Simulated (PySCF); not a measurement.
Species: C5H4ClF4 (doublet state).
Structure used (GFN2-xTB), in Å, numbered top down from 1:
```xyz
14
C5H4ClF4 angstrom
F      0.4207   -1.4816   -1.2660
C      0.2408   -0.3031   -0.6305
C      1.3029    0.2960    0.0003
C      2.5767   -0.2244    0.0311
Cl     3.8411    0.5754    0.8232
C     -1.1604    0.2078   -0.6753
C     -1.8808    0.0178    0.6598
F     -3.1444    0.4644    0.5999
F     -1.9392   -1.2607    1.0390
F     -1.2852    0.6929    1.6532
H      1.1062    1.2318    0.5020
H      2.8348   -1.1565   -0.4437
H     -1.7277   -0.3377   -1.4324
H     -1.1861    1.2775   -0.8979
```

The hyperfine couplings belong to this conformer and change with its torsions.

Identity: `F/C(=C\[CH]Cl)CC(F)(F)F` [radical].

Computed, not measured: UKS B3LYP, pcH-1 on C Cl F H, non-relativistic, mean-field spin-orbit, GIAO (PySCF 2.14.0). Geometry: GFN2-xTB, one conformer, isolated molecule. A GFN2-xTB geometry isn't a minimum of the functional, and hyperfine couplings can be far from their values at a DFT geometry. No stability test was run, so a lower SCF solution isn't excluded. ⟨S²⟩ is 0.775 where a pure state has 0.75.

Task: Break the g tensor into its mass correction, gauge correction and orbital-Zeeman/spin–orbit terms.

Result: 
```csv
Δg (ppt),1,2,3
relativistic mass correction,-0.20,-0.20,-0.20
gauge correction,0.00,0.04,0.05
orbital Zeeman/spin–orbit,-0.37,4.81,5.54
total,-0.57,4.65,5.39
```

So g = 2.00175, 2.00697, 2.00771 and g_iso = 2.00547; the tensor is close to axial: the two nearest values differ by 12 % of g3 − g1. Axes: g3 points within 9° of the C2–C6 bond.

Task: What are the electron Larmor frequencies g μB B/h along the three axes at 1200 mT?

Result: 33.6204, 33.7080, 33.7204 GHz for g1, g2 and g3, a range of 100.0 MHz.

Task: At 9.516 GHz, how far is the centre of the isotropic spectrum from where a free electron (g = 2.002319) resonates?

Result: B = hν/(g μB) with μB/h = 13.99624 MHz/mT gives 339.55 mT for the free electron and 339.02 mT at g_iso, 0.53 mT lower.

Task: What effective moment and Curie constant follow for a powder?

Result: With the mean of g² = 4.0219 and S(S+1) = 0.75: μ_eff = √(⟨g²⟩S(S+1)) = 1.737 μB and χT = 0.12505·⟨g²⟩·S(S+1) = 0.377 cm³ K/mol (cgs; spin-Hamiltonian part alone).

Task: In a frozen sample, at which fields do the three g values resonate at 9.5, 34, 94 and 263 GHz (hyperfine left aside), and which band first spreads them over more than twice a line width of 0.5 mT?

Result: 
```
band    GHz  B(g3) mT  B(g2) mT  B(g1) mT  spread mT
   X    9.5    338.07    338.20    339.08       1.01
   Q   34.0   1209.95   1210.39   1213.55       3.60
   W   94.0   3345.16   3346.39   3355.11       9.95
   J  263.0   9359.32   9362.76   9387.17      27.85
```

The spread grows in proportion to the frequency. X band is the first where it exceeds 1.0 mT.

The Mulliken spin populations are largest on C4 (+0.61), C2 (+0.55), C3 (-0.24) and Cl5 (+0.07). The angles at C4 add up to 360.0°, so it is planar; its axial dipolar tensor and the negative coupling of its proton fit spin in a p orbital normal to that plane.

The HOMO–LUMO gaps are 5.62 eV among the α and 5.36 eV among the β orbitals.
